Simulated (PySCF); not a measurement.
From one molecule to another.

First species: C₇H₁₃ClO₂.
SMILES: `CC[C@@H](C)[C@@H](OC)C(=O)Cl`

Second species: C5H7NO3Si.
SMILES: `C=C[C@H](O[SiH2]C#N)C(=O)O`

Levels: PBE0/pcSseg-1 for HOMO energy, LUMO energy and HOMO–LUMO gap. Geometries: GFN2-xTB. All species are isolated and taken at one optimised geometry, non-relativistic unless stated; the electronic structure was computed with PySCF and density fitting.

The conformers computed, where there is a choice (atom-mapped SMILES and torsion angles):
- `[CH3:1][CH2:2][C@@H:3]([CH3:4])[C@@H:5]([O:6][CH3:7])[C:8](=[O:9])[Cl:10]`: C1–C2–C3–C4 66°, C2–C3–C5–O6 -57°, C3–C5–O6–C7 -167°, C3–C5–C8–O9 -112°

The conformers of `C=C[C@H](O[SiH2]C#N)C(=O)O` aren't listed.

Values for the first species:

- HOMO energy: -7.90 eV
- LUMO energy: -1.12 eV
- HOMO–LUMO gap: 6.78 eV

Question: Estimate the same properties for the second species, and the change in each.

Answer: 
```csv
property,first,second,second less first
HOMO energy,-7.90 eV,-8.21 eV,-0.31 eV
LUMO energy,-1.12 eV,-1.01 eV,+0.11 eV
HOMO–LUMO gap,6.78 eV,7.20 eV,+0.42 eV
```

